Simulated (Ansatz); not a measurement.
CH$_{4}$F$_{2}$GeN, SMILES `C[NH][Ge]([F])[F]` radical, 9 atoms. Total charge 0; spin multiplicity 2. Correlated methods include outer-core shells of Ge, which these sets cover unevenly. Scalar relativity is left out up to krypton. Hardware: A = 2 threads of a server CPU on a shared host; B = 2 threads of an AMD EPYC 7R13 on a shared host and a share of an NVIDIA H100 80 GB. Correlated methods freeze the cores. Open-shell runs search over several starts.

Question: How many basis functions does each run have, and how long does it take in Ansatz? UHF-CCSD(T)/def2-TZVPP energy [B]; UKS PBE0-D4/def2-QZVPP energy [B]; direct RPA on PBE orbitals/def2-TZVPP energy [A]; UHF-MP2/def2-QZVPP energy [B]; UKS PBE-D4/def2-TZVPP energy and forces [A]; UKS CAM-B3LYP-D4/def2-TZVPP energy [A]; UKS HSE06 (plane-wave form)-D4/def2-TZVPP energy [A]; UKS ωB97M-V/def2-QZVPP energy [B]; UKS BLYP-D4/def2-TZVPP energy [A]; UKS PBE0-D4/def2-TZVP relaxation (9 steps) [A]; UHF-CCSD(T)/def2-SVP energy [B]; UKS ωB97M-V/def2-SVP energy [A]. (Best estimate.)

Answer: Computed: Other jobs shared the machine, so times are rough.

| level | job | functions | wall time | peak host memory (GiB) |
| --- | --- | --- | --- | --- |
| UKS BLYP-D4/def2-TZVPP | energy [A] | 228 | 7.5 s | 0.35 |
| UKS PBE-D4/def2-TZVPP | energy and forces [A] | 228 | 8 s | 0.36 |
| UKS PBE0-D4/def2-QZVPP | energy [B] | 437 | 12 s | 0.98 |
| UKS HSE06 (plane-wave form)-D4/def2-TZVPP | energy [A] | 228 | 17 s | 0.86 |
| UKS ωB97M-V/def2-QZVPP | energy [B] | 437 | 18 s | 1.2 |
| UHF-CCSD(T)/def2-SVP | energy [B] | 108 | 19 s | 0.79 |
| UHF-MP2/def2-QZVPP | energy [B] | 437 | 21 s | 0.98 |
| UKS ωB97M-V/def2-SVP | energy [A] | 108 | 22 s | 0.57 |
| UKS CAM-B3LYP-D4/def2-TZVPP | energy [A] | 228 | 23 s | 0.94 |
| direct RPA on PBE orbitals/def2-TZVPP | energy [A] | 228 | 31 s | 0.73 |
| UHF-CCSD(T)/def2-TZVPP | energy [B] | 228 | 38 s | 1 |
| UKS PBE0-D4/def2-TZVP | relaxation (9 steps) [A] | 196 | 120 s | 0.7 |
